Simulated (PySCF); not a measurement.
Does the answer move with the share of exact exchange?

Compound: C2H6BFO.
SMILES: `F[C@@H](C)OB`

Torsions of this conformer, `[BH2:1][O:2][C@H:3]([CH3:4])[F:5]`: B1–O2–C3–C4 -147°.

PySCF, pcSseg-2 basis, density fitting, gas phase, PBE0-D3(BJ)/def2-SVP geometry. One functional is left out:

```tsv
functional	exact exchange (%)	HOMO energy (eV)	LUMO energy (eV)	dipole moment (D)
B97-D	0	-7.46	-1.56	1.869
BLYP	0	-7.37	-1.63	1.893
BP86	0	-7.53	-1.78	1.888
LDA	0	-7.49	-2.03	1.947
OPBE	0	-7.34	-1.55	1.827
PBE	0	-7.42	-1.75	1.878
B3LYP	20	-8.73	-1.00	1.945
PBE0	25	-8.92	-0.75	1.932
mPW1PW91	25	-8.96	-0.75	1.935
BHandHLYP	50	-10.41	0.19	2.013
```

Q: Predict the row of B97-2 (21 % exact exchange) by straight lines through the other rows, and check it.

A: 
| property | line | computed | computed − line | B3LYP (20 %), for comparison |
| --- | --- | --- | --- | --- |
| HOMO energy (eV) | -8.70 | -8.67 | +0.03 | -8.73 |
| LUMO energy (eV) | -0.92 | -0.73 | +0.19 | -1.00 |
| dipole moment (D) | 1.935 | 1.916 | -0.019 | 1.945 |

Q: Which of these properties follows the share of exact exchange most closely, and which least?

A: Most closely the HOMO energy, least the dipole moment; the correlations over the tabulated rows are HOMO energy -0.998, LUMO energy 0.980, dipole moment 0.821. The HOMO energy moves by -0.600 eV for every 10 %. Functionals with the same share still differ in their other parts: at 0 % BP86 and OPBE differ by 0.19 eV in it.
